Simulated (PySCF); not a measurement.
Vertical excitations of a molecule C₂H₇AlOS from TDDFT-PBE/def2-SVPD in PySCF 2.14.0, as energy in eV (oscillator strength): 4.57 (0.015), 5.34 (0.020), 5.37 (0.008), 5.72 (0.158), 5.99 (0.001), 6.08 (0.024), 6.24 (0.030), 6.39 (0.044), 6.54 (0.029), 6.65 (0.008). Lowest triplet (TDA): 4.40 eV. Geometry optimised at TPSSh-D3(BJ)/def2-SVP. Other conformers were not sampled.

Q: Which molecule gave these data?
A) C[S][Al]([CH3])[OH]
B) C[O][AlH][S]C
C) C[O][Al]([CH3])[SH]

A: A, C[S][Al]([CH3])[OH]
